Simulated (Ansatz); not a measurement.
Ansatz (a quantum-chemistry and plane-wave program) input for NbO₃, SMILES [O]=[Nb](=[O])=[O] (connectivity only; charge and spin as stated), neutral, multiplicity 2, PBE0-D3(BJ)/def2-TZVP. 

Ansatz 0.2 input:
```yaml
crystal:
  periodic: [false, false, false]
  atoms:
    - {symbol: Nb, position_ang: [0.00000000, 0.00000000, 0.25885963]}
    - {symbol: O, position_ang: [1.38482616, -0.79952976, -0.44221854]}
    - {symbol: O, position_ang: [-1.38482617, -0.79952977, -0.44221853]}
    - {symbol: O, position_ang: [-0.00000001, 1.59905952, -0.44221854]}
basis:
  gaussian:
    orbitals: def2-TZVP
hamiltonian:
  xc: pbe0
  dispersion: d3bj
magnetization: {spin_polarized: true, initial_magnetization: 1}
relax: {f_tol: 0.002, max_steps: 200}
```

Program output:

```
WARN ansatz: RAYON_NUM_THREADS=1 ignored (pool sized by the plan → 1); use --threads N
Functional definition: PBE0
integrals: 0.05 GiB planned
824 factors; their error is unknown
mean field: 0.58 GiB planned
mean field evaluation 1: about -7672.6229 eV, gradient 6.6e1 eV
mean field evaluation 2: about -7470.9960 eV, gradient 2.3e2 eV
mean field evaluation 4: about -7685.6714 eV, gradient 2.4e1 eV
mean field evaluation 8: about -7687.7718 eV, gradient 1.2e-1 eV
mean field evaluation 16: about -7687.8119 eV, gradient 2.3e-3 eV
mean field evaluation 32: about -7687.8119 eV, gradient 7.5e-4 eV
mean field evaluation 64: about -7687.8130 eV, gradient 2.3e-5 eV
mean field evaluation 96: about -7687.8119 eV, gradient 1.1e-4 eV
mean field -7687.81300373 eV, -282.5219169004 hartree, gradient 8.9e-6 eV, S^2 0.794122; 9 other end points of the search recorded, 0 dependent functions left out
the calculation of the forces begins
reference -7687.81305327 eV, -282.5219187209 hartree; 19, 18 occupied and 114, 115 virtual orbitals, 824 factors
WARN: the results are in doubt because the forces break the atoms' symmetry
relax step   1: F+E_penalty+E_count = -7687.87679216 eV  Δ(F+E_penalty+E_count) = +0.000e0 eV  max|allowed force component| = 2.025e0 eV/Å  Δτ_max = 0.0000 Å  (581 SCF iters, accepted)
these checks for a lower state are left out or cut short: starts, cluster_reference, orbital_swaps, neighbouring_geometries, increment
integrals: 0.05 GiB planned
824 factors; their error is unknown
mean field: 0.58 GiB planned
mean field evaluation 128: about -7687.7881 eV, gradient 6.7e0 eV
mean field -7687.95088568 eV, -282.5269839684 hartree, gradient 9.1e-6 eV, S^2 0.804946; 0 other end points of the search recorded, 0 dependent functions left out
the calculation of the forces begins
reference -7687.95093481 eV, -282.5269857740 hartree; 19, 18 occupied and 114, 115 virtual orbitals, 824 factors
relax step   2: F+E_penalty+E_count = -7688.01431942 eV  Δ(F+E_penalty+E_count) = -1.375e-1 eV  max|allowed force component| = 1.559e0 eV/Å  Δτ_max = 0.0417 Å  (92 SCF iters, accepted)
these checks for a lower state are left out or cut short: starts, cluster_reference, orbital_swaps, neighbouring_geometries, increment
integrals: 0.05 GiB planned
824 factors; their error is unknown
mean field: 0.57 GiB planned
mean field -7687.94879865 eV, -282.5269072714 hartree, gradient 1.8e-5 eV, S^2 0.816885; 0 other end points of the search recorded, 0 dependent functions left out
the calculation of the forces begins
reference -7687.94884682 eV, -282.5269090417 hartree; 19, 18 occupied and 114, 115 virtual orbitals, 824 factors
relax step   3: F+E_penalty+E_count = -7688.01184542 eV  Δ(F+E_penalty+E_count) = +2.474e-3 eV  max|allowed force component| = 1.435e0 eV/Å  Δτ_max = 0.0746 Å  (80 SCF iters, rejected (line search))
these checks for a lower state are left out or cut short: starts, cluster_reference, orbital_swaps, neighbouring_geometries, increment
integrals: 0.05 GiB planned
824 factors; their error is unknown
mean field: 0.57 GiB planned
mean field -7687.98764616 eV, -282.5283348912 hartree, gradient 1.6e-5 eV, S^2 0.810518; 0 other end points of the search recorded, 0 dependent functions left out
the calculation of the forces begins
reference -7687.98769490 eV, -282.5283366824 hartree; 19, 18 occupied and 114, 115 virtual orbitals, 824 factors
relax step   4: F+E_penalty+E_count = -7688.05096851 eV  Δ(F+E_penalty+E_count) = -3.665e-2 eV  max|allowed force component| = 5.288e-2 eV/Å  Δτ_max = 0.0359 Å  (78 SCF iters, accepted)
these checks for a lower state are left out or cut short: starts, cluster_reference, orbital_swaps, neighbouring_geometries, increment
integrals: 0.05 GiB planned
824 factors; their error is unknown
mean field: 0.57 GiB planned
mean field evaluation 160: about -7687.9481 eV, gradient 4.0e-1 eV
mean field -7687.98791480 eV, -282.5283447637 hartree, gradient 1.0e-5 eV, S^2 0.810339; 0 other end points of the search recorded, 0 dependent functions left out
the calculation of the forces begins
reference -7687.98796356 eV, -282.5283465554 hartree; 19, 18 occupied and 114, 115 virtual orbitals, 824 factors
relax step   5: F+E_penalty+E_count = -7688.05126190 eV  Δ(F+E_penalty+E_count) = -2.934e-4 eV  max|allowed force component| = 2.634e-2 eV/Å  Δτ_max = 0.0057 Å  (79 SCF iters, accepted)
these checks for a lower state are left out or cut short: starts, cluster_reference, orbital_swaps, neighbouring_geometries, increment
integrals: 0.05 GiB planned
824 factors; their error is unknown
mean field: 0.57 GiB planned
[...]
these checks for a lower state are left out or cut short: starts, cluster_reference, orbital_swaps, neighbouring_geometries, increment
integrals: 0.05 GiB planned
824 factors; their error is unknown
mean field: 0.57 GiB planned
mean field evaluation 224: about -7688.0034 eV, gradient 2.6e-2 eV
mean field -7688.04267118 eV, -282.5303570233 hartree, gradient 6.4e-6 eV, S^2 0.776696; 0 other end points of the search recorded, 0 dependent functions left out
the calculation of the forces begins
reference -7688.04271994 eV, -282.5303588152 hartree; 19, 18 occupied and 114, 115 virtual orbitals, 824 factors
relax step  12: F+E_penalty+E_count = -7688.10597305 eV  Δ(F+E_penalty+E_count) = -5.381e-2 eV  max|allowed force component| = 1.169e0 eV/Å  Δτ_max = 0.0309 Å  (88 SCF iters, accepted)
these checks for a lower state are left out or cut short: starts, cluster_reference, orbital_swaps, neighbouring_geometries, increment
integrals: 0.05 GiB planned
824 factors; their error is unknown
mean field: 0.57 GiB planned
mean field -7687.38901210 eV, -282.5063354951 hartree, gradient 6.5e-6 eV, S^2 0.758476; 0 other end points of the search recorded, 0 dependent functions left out
the calculation of the forces begins
reference -7687.38906140 eV, -282.5063373069 hartree; 19, 18 occupied and 114, 115 virtual orbitals, 824 factors
relax step  13: F+E_penalty+E_count = -7687.45242381 eV  Δ(F+E_penalty+E_count) = +6.535e-1 eV  max|allowed force component| = 7.186e0 eV/Å  Δτ_max = 0.1459 Å  (82 SCF iters, rejected (line search))
these checks for a lower state are left out or cut short: starts, cluster_reference, orbital_swaps, neighbouring_geometries, increment
integrals: 0.05 GiB planned
824 factors; their error is unknown
mean field: 0.57 GiB planned
mean field evaluation 256: about -7688.1096 eV, gradient 4.6e-5 eV
mean field -7688.10961858 eV, -282.5328172951 hartree, gradient 4.4e-6 eV, S^2 0.763598; 0 other end points of the search recorded, 0 dependent functions left out
the calculation of the forces begins
reference -7688.10966686 eV, -282.5328190693 hartree; 19, 18 occupied and 114, 115 virtual orbitals, 824 factors
relax step  14: F+E_penalty+E_count = -7688.17266991 eV  Δ(F+E_penalty+E_count) = -6.670e-2 eV  max|allowed force component| = 7.664e-1 eV/Å  Δτ_max = 0.0710 Å  (76 SCF iters, accepted)
these checks for a lower state are left out or cut short: starts, cluster_reference, orbital_swaps, neighbouring_geometries, increment
integrals: 0.05 GiB planned
824 factors; their error is unknown
mean field: 0.57 GiB planned
mean field -7688.11338991 eV, -282.5329558889 hartree, gradient 1.7e-5 eV, S^2 0.758672; 0 other end points of the search recorded, 0 dependent functions left out
the calculation of the forces begins
reference -7688.11343717 eV, -282.5329576254 hartree; 19, 18 occupied and 114, 115 virtual orbitals, 824 factors
relax step  15: F+E_penalty+E_count = -7688.17602318 eV  Δ(F+E_penalty+E_count) = -3.353e-3 eV  max|allowed force component| = 8.087e-1 eV/Å  Δτ_max = 0.0955 Å  (72 SCF iters, accepted)
these checks for a lower state are left out or cut short: starts, cluster_reference, orbital_swaps, neighbouring_geometries, increment
integrals: 0.05 GiB planned
824 factors; their error is unknown
mean field: 0.57 GiB planned
mean field evaluation 288: about -7688.1295 eV, gradient 1.5e-5 eV
mean field -7688.12948342 eV, -282.5335473145 hartree, gradient 1.5e-5 eV, S^2 0.760130; 0 other end points of the search recorded, 0 dependent functions left out
the calculation of the forces begins
reference -7688.12953088 eV, -282.5335490585 hartree; 19, 18 occupied and 114, 115 virtual orbitals, 824 factors
relax step  16: F+E_penalty+E_count = -7688.19226308 eV  Δ(F+E_penalty+E_count) = -1.624e-2 eV  max|allowed force component| = 1.337e-1 eV/Å  Δτ_max = 0.0395 Å  (70 SCF iters, accepted)
these checks for a lower state are left out or cut short: starts, cluster_reference, orbital_swaps, neighbouring_geometries, increment
integrals: 0.05 GiB planned
824 factors; their error is unknown
mean field: 0.57 GiB planned
mean field -7688.12995972 eV, -282.5335648182 hartree, gradient 4.2e-6 eV, S^2 0.760068; 0 other end points of the search recorded, 0 dependent functions left out
the calculation of the forces begins
reference -7688.13000734 eV, -282.5335665681 hartree; 19, 18 occupied and 114, 115 virtual orbitals, 824 factors
relax step  17: F+E_penalty+E_count = -7688.19275918 eV  Δ(F+E_penalty+E_count) = -4.961e-4 eV  max|allowed force component| = 6.028e-2 eV/Å  Δτ_max = 0.0114 Å  (70 SCF iters, accepted)
these checks for a lower state are left out or cut short: starts, cluster_reference, orbital_swaps, neighbouring_geometries, increment
integrals: 0.05 GiB planned
824 factors; their error is unknown
mean field: 0.57 GiB planned
mean field -7688.13008407 eV, -282.5335693879 hartree, gradient 5.6e-6 eV, S^2 0.759960; 0 other end points of the search recorded, 0 dependent functions left out
the calculation of the forces begins
reference -7688.13013165 eV, -282.5335711365 hartree; 19, 18 occupied and 114, 115 virtual orbitals, 824 factors
relax step  18: F+E_penalty+E_count = -7688.19287695 eV  Δ(F+E_penalty+E_count) = -1.178e-4 eV  max|allowed force component| = 1.792e-2 eV/Å  Δτ_max = 0.0056 Å  (68 SCF iters, accepted)
these checks for a lower state are left out or cut short: starts, cluster_reference, orbital_swaps, neighbouring_geometries, increment
integrals: 0.05 GiB planned
824 factors; their error is unknown
mean field: 0.57 GiB planned
mean field evaluation 320: about -7688.1301 eV, gradient 6.6e-4 eV
mean field -7688.13014075 eV, -282.5335714709 hartree, gradient 1.8e-5 eV, S^2 0.759963; 0 other end points of the search recorded, 0 dependent functions left out
the calculation of the forces begins
reference -7688.13018830 eV, -282.5335732183 hartree; 19, 18 occupied and 114, 115 virtual orbitals, 824 factors
relax step  19: F+E_penalty+E_count = -7688.19292907 eV  Δ(F+E_penalty+E_count) = -5.212e-5 eV  max|allowed force component| = 6.585e-3 eV/Å  Δτ_max = 0.0023 Å  (63 SCF iters, accepted)
these checks for a lower state are left out or cut short: starts, cluster_reference, orbital_swaps, neighbouring_geometries, increment
integrals: 0.05 GiB planned
824 factors; their error is unknown
mean field: 0.57 GiB planned
mean field -7688.13014218 eV, -282.5335715233 hartree, gradient 8.9e-6 eV, S^2 0.759973; 0 other end points of the search recorded, 0 dependent functions left out
the calculation of the forces begins
reference -7688.13018973 eV, -282.5335732708 hartree; 19, 18 occupied and 114, 115 virtual orbitals, 824 factors
relax step  20: F+E_penalty+E_count = -7688.19293031 eV  Δ(F+E_penalty+E_count) = -1.239e-6 eV  max|allowed force component| = 2.940e-4 eV/Å  Δτ_max = 0.0003 Å  (52 SCF iters, accepted)
integrals: 0.05 GiB planned
824 factors; their error is unknown
mean field: 0.57 GiB planned
mean field evaluation 352: about -7688.1301 eV, gradient 2.0e-2 eV
mean field -7688.13014218 eV, -282.5335715233 hartree, gradient 8.9e-6 eV, S^2 0.759973; 5 other end points of the search recorded, 0 dependent functions left out
the calculation of the forces begins
reference -7688.13018973 eV, -282.5335732708 hartree; 19, 18 occupied and 114, 115 virtual orbitals, 824 factors
Total energy: -7688.19297786 eV, -282.5358806919 hartree
Atom 0 at    -0.000294    -0.055882     0.171100 Å, force     0.000294    -0.000203     0.000021 eV/Å
Atom 1 at     1.401656    -0.859252    -0.402699 Å, force    -0.000163     0.000147     0.000075 eV/Å
Atom 2 at    -1.399224    -0.862749    -0.405122 Å, force    -0.000212    -0.000175    -0.000044 eV/Å
Atom 3 at    -0.002138     1.777883    -0.431075 Å, force     0.000081     0.000230    -0.000053 eV/Å
Dipole moment:    -0.001187     0.202335     1.082628 e Å
```

Self-consistency was reached.

Cost: about 4 core-minutes (a rough figure).
